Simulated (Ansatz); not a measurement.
Consider the ligand exchange at the Si–N bond: `F/C=N/[SiH3]` + `CB(C)N` → `CB(C)N[SiH3]` + `N=CF`.

Calculated with Ansatz (gas phase, PBE0-D4/def2-TZVP geometries, no zero-point term in ΔE). CCSD(T)/CBS adds triple-zeta CCSD(T) − MP2 to the extrapolated MP2 energy (def2 sets, frozen cores). This one scheme is used for every species. DFT in def2-TZVPP. One conformer a species, not always the lowest.

`F/C=N/[SiH3]`:

Cartesian coordinates in Å:
```
F -2.552 -0.509 -0.836
C -1.230 -0.438 -0.661
N -0.739 0.226 0.257
Si 0.956 0.396 0.588
H -0.734 -1.038 -1.431
H 1.206 -0.101 1.961
H 1.795 -0.372 -0.379
H 1.297 1.836 0.501
```

`CB(C)N`:

```xyz
12

C     1.245   -0.798    0.205
B    -0.011    0.078   -0.173
C    -1.174    0.315    0.867
N    -0.095    0.652   -1.445
H     1.985   -0.890   -0.595
H     1.754   -0.385    1.083
H     0.937   -1.810    0.492
H    -0.787    0.781    1.779
H    -1.989    0.941    0.493
H    -1.607   -0.640    1.183
H     0.614    0.536   -2.148
H    -0.870    1.220   -1.742
```

`CB(C)N[SiH3]`:

```xyz
15

C     1.430   -1.002   -1.229
B     0.388   -0.156   -0.404
C     0.020    1.308   -0.861
N    -0.224   -0.713    0.744
Si   -1.384    0.041    1.799
H     1.189   -0.995   -2.297
H     1.519   -2.044   -0.910
H     2.424   -0.547   -1.150
H     0.917    1.877   -1.124
H    -0.548    1.898   -0.136
H    -0.582    1.260   -1.777
H     0.033   -1.661    0.979
H    -1.735   -0.955    2.845
H    -0.828    1.255    2.453
H    -2.617    0.435    1.070
```

`N=CF`:

Cartesian coordinates in Å:
```
N 0.917 -0.117 0.239
C -0.264 0.185 0.001
F -0.741 1.361 0.394
H 1.128 -1.043 -0.123
H -1.041 -0.385 -0.511
```

```
       species  LC-ωPBE energy (Eh)
`F/C=N/[SiH3]`           -484.47775
      `CB(C)N`           -160.65999
`CB(C)N[SiH3]`           -451.28432
        `N=CF`           -193.84898
```

(1) Work out ΔE.

Largest T1 diagnostic among the species: 0.014.

Answers

(1) ΔE = (-451.28432) + (-193.84898) − (-484.47775) − (-160.65999) = 0.00444 Eh = +0.12 eV. CCSD(T)/CBS gives +0.07 eV.

From BLYP to BHLYP (50 % exact exchange), in def2-TZVPP and without D4, ΔE moves by −0.05 eV. The D4 term adds −0.06 eV with B3LYP and −0.03 eV with PBE0; it sums over pairs of atoms, weighted by their polarisabilities, and B3LYP, whose exchange is more repulsive, gets the larger term.

B3LYP here is the variant with VWN-RPA as its local correlation; programs differ in this.
